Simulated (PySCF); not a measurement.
**Two-component Hartree-Fock for Os³³⁺ (osmium, charge +33)**

Start: [Kr] 4d7; 4d3/2 filled at m_j = -3/2, -1/2, +1/2, +3/2; 4d5/2 filled at m_j = +1/2, +3/2, +5/2. Calculated with PySCF 2.14 in an uncontracted even-tempered set (17 s from 3.3 bohr⁻², ratio 2.8; 14 p from 4.3 bohr⁻², ratio 2.8; 9 d from 4.3 bohr⁻², ratio 2.8; 3 f from 19 bohr⁻², ratio 3): generalised Hartree-Fock with the X2C-1e Hamiltonian and a Gaussian nucleus; one run each with spin-orbit coupling (SO) switched off, then screened by Boettger's factors.

```csv
spinor shell,electrons,"ε, spin-free (eV)","ε, screened SO (eV)",weight of nominal j (screened SO),"rms radius, screened SO (bohr)"
1s1/2,2,-75571.9,-75546.3,1.000,0.0201
2s1/2,2,-14382.8,-14374.2,1.000,0.0810
2p1/2,2,-12698.0,-13795.9,1.000,0.0688
2p3/2,4,-12698.0,-12257.2,1.000,0.0764
3s1/2,2,-4392.5,-4389.4,1.000,0.206
3p1/2,2,-3888.8,-4133.8,1.000,0.197
3p3/2,4,-3888.8,-3787.8,1.000,0.212
3d3/2,4,-3323.2,-3368.1,1.000,0.186
3d5/2,6,-3323.2,-3290.3,1.000,0.190
4s1/2,2,-1836.9,-1835.7,1.000,0.428
4p1/2,2,-1647.8,-1725.6,0.999,0.431
4p3/2,4,-1647.8,-1614.8,0.999,0.459
4d3/2,4,-1431.0,-1441.7,0.982,0.449
4d5/2,3,-1431.0,-1421.7,0.984,0.456
```

| quantity | spin-free | screened SO |
| --- | --- | --- |
| E (hartree) | -16652.51319 | -16676.09211 |
| M_J | 9/2 | 9/2 |
| ⟨J²⟩ | 24.751 | 24.753 |
| ⟨L²⟩ | 12.001 | 15.568 |
| ⟨S²⟩ | 3.750 | 2.703 |

Each row is a mean over spinors that exchange with the open shell spreads, by up to 23.348 eV (4p3/2).

Breit and QED terms are absent; they matter most for the inner s and p1/2 levels.

Densities and radii are taken from the X2C orbitals without a picture-change correction, which distorts them close to the nucleus.

Without spin-orbit coupling the j labels of p, d and f shells carry no meaning; the spin-free column gives the mean over the occupied spinors of each nl shell.
